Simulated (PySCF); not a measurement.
# Atomic charges by several schemes

Compound: C₇H₁₀SSi.
Numbering: `[CH2:1]=[CH:2][C:3]1=[CH:4][C:5]([CH3:6])=[CH:7][S:8][SiH2:9]1` (hydrogens: H10, H11 on C1; H12 on C2; H13 on C4; H14, H15, H16 on C6; H17 on C7; H18, H19 on Si9)

Structure used (GFN2-xTB), in Å, numbered top down from 1:
```xyz
19
C7H10SSi angstrom
C      2.2217   -1.3453   -2.0895
C      1.1200   -1.3979   -1.3473
C      0.6034   -0.3176   -0.5344
C     -0.5465   -0.5232    0.1623
C     -1.2631    0.3707    1.0188
C     -2.5214   -0.1997    1.6228
C     -0.9258    1.6406    1.3227
S      0.4291    2.5875    0.8156
Si     1.5494    1.2901   -0.5030
H      2.8345   -0.4623   -2.1399
H      2.5473   -2.1872   -2.6757
H      0.5402   -2.3143   -1.3356
H     -1.0087   -1.5022    0.0676
H     -3.2232   -0.4781    0.8370
H     -2.2896   -1.0949    2.1990
H     -3.0051    0.5183    2.2791
H     -1.5565    2.2166    1.9837
H      1.5994    2.0017   -1.7826
H      2.8852    1.2064    0.0918
```

Density: PBE0/pcSseg-1 (PySCF); schemes: Mulliken, IAO, Hirshfeld and ESP-fitted. The structure is a single GFN2-xTB conformer in the gas phase; no vibrational or solvent corrections.

**Question.** Tabulate the Mulliken, IAO, Hirshfeld and ESP-fitted charges.

**Answer.** In e:

| atom | environment | Mulliken | IAO | Hirshfeld | ESP-fitted |
| --- | --- | --- | --- | --- | --- |
| C1 | terminal =CH2 carbon | -0.168 | -0.329 | -0.102 | -0.441 |
| C2 | alkene CH carbon | -0.134 | -0.123 | -0.048 | -0.085 |
| C3 | fully substituted alkene carbon | -0.393 | -0.285 | -0.099 | -0.194 |
| C4 | alkene CH carbon | +0.013 | -0.118 | -0.035 | -0.160 |
| C5 | fully substituted alkene carbon | -0.331 | -0.032 | -0.019 | +0.249 |
| C6 | allylic carbon | -0.151 | -0.416 | -0.116 | -0.526 |
| C7 | alkene CH carbon | -0.158 | -0.263 | -0.063 | -0.351 |
| S8 | sulfur bonded to C and Si | -0.189 | -0.069 | -0.054 | -0.231 |
| Si9 | SiH2 silicon | +0.691 | +0.683 | +0.314 | +0.603 |
| H10 | vinylic hydrogen | +0.126 | +0.139 | +0.042 | +0.175 |
| H11 | vinylic hydrogen | +0.123 | +0.159 | +0.050 | +0.190 |
| H12 | vinylic hydrogen | +0.093 | +0.143 | +0.047 | +0.144 |
| H13 | vinylic hydrogen | +0.077 | +0.140 | +0.048 | +0.145 |
| H14 | methyl hydrogen | +0.131 | +0.148 | +0.044 | +0.150 |
| H15 | methyl hydrogen | +0.131 | +0.148 | +0.044 | +0.149 |
| H16 | methyl hydrogen | +0.111 | +0.146 | +0.047 | +0.137 |
| H17 | vinylic hydrogen | +0.135 | +0.168 | +0.050 | +0.261 |
| H18 | Si–H hydrogen | -0.053 | -0.121 | -0.076 | -0.109 |
| H19 | Si–H hydrogen | -0.053 | -0.120 | -0.076 | -0.108 |

Mean size of the charges over all atoms: ESP-fitted 0.232 e, IAO 0.197 e, Mulliken 0.172 e, Hirshfeld 0.072 e. Each set sums to the total charge, 0, to within 0.001 e. The Hirshfeld scheme weights the molecular density at each point by an atom's share of the summed free-atom densities. The IAO scheme projects the occupied orbitals on a minimal set of polarised atomic orbitals and counts the electrons in each atom's part of it.

Lowest charge. The schemes don't all agree: Mulliken C3 (-0.393); IAO C6 (-0.416); Hirshfeld C6 (-0.116); ESP-fitted C6 (-0.526).

Highest charge. All schemes agree: Mulliken Si9 (+0.691); IAO Si9 (+0.683); Hirshfeld Si9 (+0.314); ESP-fitted Si9 (+0.603).

**Question.** How closely do the schemes follow one another over all atoms?

**Answer.** Correlation coefficient and root-mean-square difference: IAO with Hirshfeld 0.97, 0.155 e; IAO with ESP-fitted 0.94, 0.094 e; Mulliken with Hirshfeld 0.91, 0.147 e; Hirshfeld with ESP-fitted 0.88, 0.194 e; Mulliken with IAO 0.88, 0.117 e; Mulliken with ESP-fitted 0.72, 0.193 e.

**Question.** How many electrons does the Mulliken scheme count on C5?

**Answer.** Z − q = 6 − (-0.331) = 6.331.

These values come from a run that also computed NMR shieldings. On one thread, Arm Neoverse V2 (aarch64) (shared host), this took 54 s (with the writing of density and orbital grids) and 1.0 GiB of memory at its peak.
